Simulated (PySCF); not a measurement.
**Exercise with solution: chemical shift, span and skew from a shielding tensor**

CClF, SMILES F[C]Cl (connectivity only; charge and spin as stated), neutral, multiplicity 1. Atoms are numbered in the order given.

```xyz
3

F      0.2869    -1.4577     0.0000
C     -0.6717    -0.5829     0.0000
Cl     0.0852     0.9775     0.0000
```

The structure is a stationary point at ωB97X-D3(BJ)/def2-TZVP. The isomer is the one that the SMILES or the coordinates give; other isomers of the formula were not compared.

GIAO shieldings from PBE0/pcSseg-2 in PySCF, non-relativistic, no solvent. The symmetric part of the tensor of F1 has the principal values -810.0, -258.0, 331.1 ppm. The same nucleus in CFCl3 has σ = 165.8 ppm at this level (PySCF, at its B3LYP-D3(BJ)/def2-TZVP geometry). Without spin–orbit terms, shifts of atoms bonded to Cl or Br come out too high.

Problem. Work out the isotropic shielding, the ¹⁹F shift against CFCl3, the span and the skew.

Solution. 
σ(iso) = (σ11 + σ22 + σ33)/3 = -245.6 ppm. δ = σ(ref) − σ(iso) = 165.8 − (-245.6) = 411.4 ppm.
Span Ω = σ33 − σ11 = 1141.1 ppm. Skew κ = 3(σ(iso) − σ22)/Ω = 0.03. Tumbling in solution averages the tensor to δ; in a static solid the shielding alone would spread this spin-1/2 line over Ω.
